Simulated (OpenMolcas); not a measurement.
## neutral silicon: the spin-orbit constant, Slater's ratio, worked from levels

- Program: OpenMolcas
- Basis: ANO-RCC-VTZP [5s4p2d1f]
- Scalar Hamiltonian: DKH2, point nucleus
- Active space: 4 electrons in 8 orbitals (3s 3p 4s 4p)
- State averaging: 2S+1 = 3 even, 3 roots; 2S+1 = 1 even, 6 roots; 2S+1 = 5 odd, 1 root; 2S+1 = 3 odd, 8 roots
- Spin-orbit coupling: RASSI with atomic mean-field integrals over the reference wave functions, term energies averaged over their components

Methods: CASSCF; SS-CASPT2, IPEA 0.25 Eh, imaginary shift 0.1 Eh (closed shells correlated: 2s 2p). Measured levels: NIST Handbook of Basic Atomic Spectroscopic Data.

**The spin-orbit constant.** For the Hund term ³P of p2, E(J) = (A/2) J(J+1) + constant and ζ = 2S·A = 2A. From J = 0 to J = 2 the energy changes by 3 A.

| Source | E(2) - E(0) | A | ζ |
| --- | --- | --- | --- |
| CASSCF | 183.8 | 61.3 | 123 |
| SS-CASPT2 | 183.5 | 61.2 | 122 |
| measured | 223.2 | 74.4 | 149 |

All in cm-1. SS-CASPT2 is off by -17.8 % and CASSCF by -17.7 %. Both methods take the spin-orbit matrix elements from the reference wave functions, so the second can move ζ only through the term energies and any multistate remixing. Second-order mixing with other terms is absorbed into this ζ.

**Slater's ratio.** With one set of orbitals, p2 has ¹D - ³P = 6 F2 and ¹S - ¹D = 9 F2 (F2 = F²/25), a ratio of 3/2. Term energies are centres of gravity, weighted by 2J + 1.

```tsv
Source	¹D - ³P	¹S - ³P	F2 from the first	Ratio
CASSCF	8137	14084	1356	0.731
SS-CASPT2	6347	14226	1058	1.241
measured	6149	15245	1025	1.479
```

Energies in cm-1. A ratio away from 3/2 shows effects beyond one configuration with one set of orbitals, and in heavier atoms second-order spin-orbit shifts. In CASSCF the valence s occupation is 1.89 in ¹S against 1.96 in ¹D: mixing out of s² acts most on ¹S and pulls it down.

CASPT2 does not keep the components of a term degenerate, so their means are used; among the terms shown or strongly mixed into the levels shown the widest spread is 72 cm-1 (3s² 3p² ¹D, SS-CASPT2). Over all roots computed the reference weight is 0.87 to 0.98 in SS-CASPT2; the roots of lowest weight are the least certain, and an intruder state may touch them. Active for correlation alone: 4p 4s; no level in the range computed is led by a configuration that fills them, so any true level of that kind is missing. Without dynamic correlation excited terms often stand tens of per cent too high (terms of higher spin than the ground term too low), and those without a measured partner can miss by more than the paired ones (holds for CASSCF). Computed and measured levels are paired by configuration, term and J; levels that our copy of the source lacks, or whose pairing is in doubt (as where it misses far off the trend of its configuration), stay unpaired and out of the deviations. Only configurations of the active space appear.
